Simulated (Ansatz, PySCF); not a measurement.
Energy difference R1 + R2 → P1 + P2, each structure at its B3LYP-D3(BJ)/def2-TZVP stationary point, reached from a drawn start (curvature not checked).
R1: SiH4 (SMILES [SiH4]), charge 0, multiplicity 1.
P1, Si2H6 (SMILES [SiH3][SiH3]) (charge 0, multiplicity 1, Z-matrix in Å and degrees):
```
Si
H 1 1.4832
H 1 1.4832 2 108.64
H 1 1.4832 2 108.64 3 118.01
Si 1 2.3445 2 110.29 3 -121.00
H 5 1.4832 1 110.29 2 180.00
H 5 1.4832 6 108.64 1 -121.00
H 5 1.4832 6 108.64 7 -118.01
```
R2: BrH3Si (SMILES [SiH3]Br), charge 0, multiplicity 1.
P2, HBr (SMILES Br) (charge 0, multiplicity 1, Z-matrix in Å and degrees):
```
Br
H 1 1.4247
```

P less R. No zero-point or thermal terms; no spin–orbit coupling.

Correlated levels freeze the cores. In cc and def2 sets filled d and f shells under p-block atoms count as core.

Run with Ansatz (Gaussian orbitals); PySCF for the D3/D4 terms. All values are computed, each at the level named.

Total energies in hartree:

```json
[
 {"structure": "R1", "PBE/def2-TZVPP": "-291.721617", "B3LYP-D3(BJ)/def2-TZVPP": "-291.920351", "CCSD(T)/def2-QZVPP": "-291.452879"},
 {"structure": "P1", "PBE/def2-TZVPP": "-582.273639", "B3LYP-D3(BJ)/def2-TZVPP": "-582.653175", "CCSD(T)/def2-QZVPP": "-581.724295"},
 {"structure": "R2", "PBE/def2-TZVPP": "-2864.948926", "B3LYP-D3(BJ)/def2-TZVPP": "-2865.556213", "CCSD(T)/def2-QZVPP": "-2863.574571"},
 {"structure": "P2", "PBE/def2-TZVPP": "-2574.368577", "B3LYP-D3(BJ)/def2-TZVPP": "-2574.790381", "CCSD(T)/def2-QZVPP": "-2573.269528"}
]
```

Q: Work out the reaction energy at each level in kcal/mol (1 hartree = 627.50947 kcal/mol), and say how far PBE/def2-TZVPP lies from CCSD(T)/def2-QZVPP.

A: 
- PBE/def2-TZVPP: (-582.273639) + (-2574.368577) − (-291.721617) − (-2864.948926) = 0.028327 hartree = 17.78 kcal/mol
- B3LYP-D3(BJ)/def2-TZVPP: (-582.653175) + (-2574.790381) − (-291.920351) − (-2865.556213) = 0.033008 hartree = 20.71 kcal/mol
- CCSD(T)/def2-QZVPP: (-581.724295) + (-2573.269528) − (-291.452879) − (-2863.574571) = 0.033627 hartree = 21.10 kcal/mol
PBE/def2-TZVPP less CCSD(T)/def2-QZVPP: -3.32 kcal/mol. CCSD(T)/def2-QZVPP is the level counted from, the highest shown, and no exact or measured value.

Ansatz is an electronic-structure program.
